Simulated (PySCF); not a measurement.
Al(Me)(H) (CH4Al), SMILES [CH3][AlH+], charge +1. Geometry: PBE0-D3(BJ)/def2-TZVP. The spin state was assumed, not searched. The isomer is the one that the SMILES or the coordinates give; other isomers of the formula were not compared.

TDA-B3LYP/def2-TZVPD run with PySCF 2.14.0 puts the lowest singlet excitations at 5.92, 5.92, 7.63, 8.12, 8.19, 8.19 eV.

What are the lowest excitation roots from ADC(2)/aug-cc-pVDZ run with PySCF 2.14.0? (The exact figures need the calculation; the answer reports its results.)

6.31, 6.31, 8.09, 9.30, 9.30, 9.33 eV. S1 differs by 0.39 eV (second minus first; roots are paired by order, and the bases may differ).
